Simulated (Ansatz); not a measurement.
`[CH3][Al]1[CH]=[C]1F` → `F[C]1=[CH][AlH]1` + `[CH2]` (triplet) at 298.15 K and 1 bar (formal loss of a carbene).

Program: Ansatz. Geometries: PBE0-D4/def2-TZVP. ΔE: electronic, gas phase. CCSD(T)/CBS adds triple-zeta CCSD(T) − MP2 to the extrapolated MP2 energy (def2 sets, frozen cores). This one scheme is used for every species. Triplets are unrestricted, without spin–orbit coupling.

```tsv
species	CCSD(T)/CBS energy (Eh)	H − E (kJ/mol)	S (J/(mol·K))
`[CH3][Al]1[CH]=[C]1F`	-458.30203	172.7	346.1
`F[C]1=[CH][AlH]1`	-419.02251	90.7	284.4
`[CH2]` (triplet)	-39.09499	55.4	195.3
```

H − E and S are ideal-gas, rigid-rotor, harmonic terms from PBE0-D4/def2-TZVP, for one conformer and one mirror image of each species, with the whole ground term of open shells counted as degenerate. 1 Eh = 2625.50 kJ/mol, R = 8.31446 J/(mol·K).

By hand: ΔE, ΔH, ΔS and ΔG.

ΔE = (-419.02251) + (-39.09499) − (-458.30203) = 0.18453 Eh = 484.5 kJ/mol. Δ(H − E) = 90.7 + 55.4 − 172.7 = -26.6, so ΔH = 457.9 kJ/mol. ΔS = 284.4 + 195.3 − 346.1 = 133.6 J/(mol·K). ΔG = 457.9 − 298.15 × (133.6)/1000 = 418.1 kJ/mol.

By hand: the equilibrium constant, and the temperature at which ΔG would vanish if ΔH and ΔS stayed fixed.

log₁₀ K = −ΔG/(RT ln 10) = -73.2. ΔG = 0 at ΔH/ΔS = 3427 K, far beyond where these terms or the molecules hold.

The number of gas molecules changes by +1, which sets the sign of ΔS. A doubt of 5 kJ/mol in ΔE shifts log₁₀ K by 0.9 here. Other conformers and mirror images would add mixing entropy, several J/(mol·K) or more a flexible species. Modes under 60 cm⁻¹, often nearly free rotors, make the harmonic entropy too high. A triplet takes part, so the spin changes. These are equilibria of isolated gas molecules and say nothing of rates. Largest T1 diagnostic: 0.015 (customary marks: 0.02 for closed shells, 0.045 for open ones).
